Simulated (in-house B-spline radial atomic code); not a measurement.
A calculation on the germanium ion Ge⁺: its settings, and results tabulated from the run. Computed with a B-spline radial code for spherical atoms: non-relativistic PBE, spin-polarised, spherical fractional occupations, point nucleus, inside a hard spherical wall at 2.63 bohr.

Command:
```bash
python run_scf.py task.json out
```
Settings:
```
Z                32
configuration    [Ar] 3d10 4s2 4d1
hamiltonian      nr
method           pbe,pbe
spin_polarised   True
wall_radius      2.63
```

Output (hartree, bohr):
```
 radial grid: 40 intervals, B-splines of order 8, outer radius 2.63 bohr

 iter        energy (Eh)    residual
    1       -2073.115815    4.01e-01
    2       -2073.568693    8.41e-02
    3       -2073.708999    1.97e-02
    4       -2073.716879    1.10e-02
    5       -2073.717023    4.69e-03
    6       -2073.717376    2.91e-03
    7       -2073.717611    2.18e-05
    8       -2073.717611    3.93e-07
    9       -2073.717611    4.01e-08

 total energy                     -2073.71761
 kinetic                            2081.8575
 electron-nucleus                  -4977.6760
 Hartree                             901.1603
 exchange-correlation                -79.0595

 orbital      occ     eigenvalue          <r>       <r^2>       <1/r>       <r^4>     <1/r^3>       r_max
 1s up      1.000      -396.7710    0.0478557  0.00306786     31.5037 2.39364e-05           -     0.03158
 1s down    1.000      -396.7711    0.0478557  0.00306785     31.5037 2.39362e-05           -     0.03158
 2s up      1.000       -48.9131       0.2139   0.0538891     6.91816  0.00501261           -      0.1795
 2s down    1.000       -48.9027     0.213878   0.0538778     6.91901  0.00501056           -      0.1795
 2p up      3.000       -43.5177     0.185312   0.0420114     6.88967  0.00353766     938.581      0.1427
 2p down    3.000       -43.5101     0.185287   0.0419997     6.89043  0.00353566     938.809      0.1427
 3s up      1.000        -5.8221     0.637518    0.469245     2.22392    0.357316           -      0.5523
 3s down    1.000        -5.8137     0.637646    0.469309     2.22272    0.356887           -      0.5525
 3p up      3.000        -4.0408     0.655902    0.507167     2.09763    0.449453     124.486      0.5482
 3p down    3.000        -4.0319     0.655843    0.506798     2.09678    0.447544     124.309      0.5484
 3d up      5.000        -0.9571     0.735988    0.682023     1.76961     1.00011     13.8972      0.5058
 3d down    5.000        -0.9438     0.733227    0.675549     1.77278    0.976356     13.9294      0.5064
 4s up      1.000        -0.0360      1.52297     2.52359    0.857096     7.96354           -       1.554
 4s down    1.000         0.0180      1.51733     2.50768    0.862843     7.88601           -       1.543
 4d up      1.000         1.4442      1.54944     2.72008    0.905695     9.63143     5.09277        1.76
```

Run time, properties included: 0.05 s on 1 thread of Arm Neoverse V2 (shared host).
